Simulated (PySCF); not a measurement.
BeH3IOSi, SMILES [SiH3][O][Be][I]. Geometry: PBE-D3(BJ)/def2-SVP. The def2 effective core potentials stand for the cores of I; spin–orbit coupling is left out. The values are those of a single conformer.

Q: Give the equilibrium geometry at PBE-D3(BJ)/def2-SVP (PySCF confirms it by a frequency run) as Cartesian coordinates in Å, and its point group. (An estimate is asked for; the answer gives what the named calculation found.)

A: This is not unique; one that fits is point group C3v.
```xyz
7

Be     0.0000     0.0000    -0.6120
I      0.0000     0.0000     1.5684
O      0.0000     0.0000    -2.0307
Si     0.0000     0.0000    -3.7013
H     -1.2266     0.7082    -4.2046
H      0.0000    -1.4163    -4.2046
H      1.2266     0.7082    -4.2046
```
